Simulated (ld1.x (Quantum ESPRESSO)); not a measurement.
## nitrogen, RRKJ: configuration errors across variants

* Element: N (Z = 7)
* Generator: ld1.x (Quantum ESPRESSO) 7.5
* Type: norm-conserving RRKJ (Kleinman–Bylander form)
* Functional: LDA (PZ)
* Relativity: non-relativistic
* Frozen core: [He]
* Valence charge: 5
* Reference configuration: 2s2 2p2 (charge +1)
* Partial waves: 2p (bound): rc 2.10 bohr; 2s (bound): rc 0.65 bohr
* Local potential: the s channel
* Core correction: a·sin(br)/r model core, default radius (core density twice the valence density)

All-electron excitation energies from the reference (eV): (1) 2s2 2p3 -13.737; (2) 2s2 2p1 28.975; (3) 2s2 2p0 76.142; (4) 2s1 2p3 11.420; (5) 2s1 2p0 153.567; (6) 2s0 2p5 8.655; (7) 2s2 2p2.5 -8.568; (8) 2s2 2p2 spin -1.689; (9) 2s2 2p3 spin -16.630.

Spin tests fill each open shell by Hund’s rule, majority spin first.

Errors AE − PS in meV (a dash: test not solved or not reliable):

```tsv
change	(1)	(2)	(3)	(4)	(5)	(6)	(7)	(8)	(9)	bound ghosts
base	+81	+296	+1812	+6.9	+3135	+399	+30	-12	+124	none
all radii but the core radius scaled by about 0.73 (s 0.48, p 1.54 bohr)	+24	+106	+730	+30	+1285	+207	+9.2	+48	+111	not determined
all radii but the core radius scaled by about 0.83 (s 0.54, p 1.74 bohr)	+32	+140	+927	+22	+1599	+232	+13	+36	+115	none
all radii but the core radius scaled by about 0.92 (s 0.60, p 1.92 bohr)	+50	+202	+1287	+16	+2225	+298	+19	+17	+119	none
all radii but the core radius scaled by about 0.97 (s 0.62, p 2.04 bohr)	+63	+244	+1527	+12	+2643	+344	+24	+4.0	+121	none
all radii but the core radius scaled by about 1.04 (s 0.68, p 2.18 bohr)	+91	+325	+1971	+3.3	+3410	+430	+34	-21	+125	none
all radii but the core radius scaled by about 1.11 (s 0.72, p 2.34 bohr)	+131	+430	+2520	-12	+4362	+534	+47	-51	+134	none
all radii but the core radius scaled by about 1.17 (s 0.76, p 2.46 bohr)	+166	+514	+2949	-26	+5105	+613	+59	-75	+144	none
all radii but the core radius scaled by about 1.33 (s 0.86, p 2.80 bohr)	+292	+778	+4247	-86	+7366	+834	+100	-142	+193	none
all radii but the core radius scaled by about 1.39 (s 0.90, p 2.92 bohr)	+363	+907	+4856	-122	+8434	+924	+122	-172	+225	none
```

Problem. Give the same row for: all radii but the core radius scaled by about 1.23 (s 0.80, p 2.58 bohr).

Solution. +209, +610, +3430, -46, +5940, +699, +73, -100, +159; bound ghosts: none.
